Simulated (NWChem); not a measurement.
## Correlation energy of HFSi

```
Si
F 1 1.6354
H 1 1.5468 2 96.80
```
Charge 0, spin multiplicity 1.

The numbers come from NWChem runs, not from measurements. All single points use one geometry, from PBE0/def2-SVP, a minimum by its harmonic frequencies.

Basis set: STO-3G. Each correlation energy counts from its own Hartree-Fock reference.

The correlated methods keep 6 core orbitals frozen. The structure started from a generated list of species. No row is a measurement; the coupled-cluster row has its own basis-set and correlation limits.

Q: Order these methods by the correlation energy they give, lowest first: MP2, SCS-MP2, CCSD, CCSD+T(CCSD), CCSD(T).

A: CCSD+T(CCSD) (-77.2 mHa), CCSD(T) (-75.8 mHa), CCSD (-70.7 mHa), SCS-MP2 (-57.8 mHa), MP2 (-53.6 mHa)
